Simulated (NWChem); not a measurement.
SiHBr, singlet; SMILES [SiH]Br

Results from NWChem. Low-valent species are run as closed-shell singlets; no triplet was tried in these runs. All runs use the structure optimised with PBE-D3(BJ)/def2-SVP. Level: PBE/def2-SVP with SMD (1 M gas to 1 M solution), gas-phase geometry. Reactions with the solvent are ignored.

For solvent water:

```
Quantity                                     Value
-------------------------------------------  -----
solvation free energy (kcal/mol)              -1.0
cavity-dispersion-structure term (kcal/mol)    0.2
```

Task: Estimate the same quantities for solvent 1-octanol.

Result: The solvation free energy (kcal/mol) is -3.2 and the cavity-dispersion-structure term (kcal/mol) is -2.1.
